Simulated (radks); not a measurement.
Effect of the nuclear size on neutral rhodium, [Kr] 4d8 5s1. All-electron calculation, Dirac Kohn-Sham, exchange-only LDA, spin-unpolarised, spherical densities, finite nucleus; open shells fill j = l - 1/2 first; Fermi nuclear charge, rms radius 4.4945 fm. Program: a radial shooting solver on a logarithmic mesh with Libxc functionals. The rms radius is varied about that value; shifts are against it.

| rms radius (fm) | total energy shift (eV) | density at nucleus (e/bohr^3) | 1s1/2 shift (meV) | 2s1/2 shift (meV) | 3p1/2 shift (meV) | 4s1/2 shift (meV) | 4p1/2 shift (meV) |
|---|---|---|---|---|---|---|---|
| 3.8832 | -0.556 | 1.227e+05 | -235 | -25.8 | 0.313 | -0.852 | 0.058 |
| 4.2293 | -0.250 | 1.214e+05 | -105 | -11.6 | 0.141 | -0.383 | 0.026 |
| 4.4945 | 0 | 1.205e+05 | 0.000 | 0.000 | 0.000 | 0.000 | 0.000 |
| 4.8046 | 0.309 | 1.195e+05 | 130 | 14.3 | -0.174 | 0.474 | -0.032 |
| 5.0338 | 0.549 | 1.188e+05 | 232 | 25.4 | -0.309 | 0.842 | -0.057 |

Slopes of the eigenvalues against <r^2> in GHz/fm^2, as finite differences over the two radii next to the reference (eigenvalue slopes, not the field-shift constants of lines): 1s1/2 11000, 2s1/2 1200, 3p1/2 -14.6, 4s1/2 39.9, 4p1/2 -2.72.
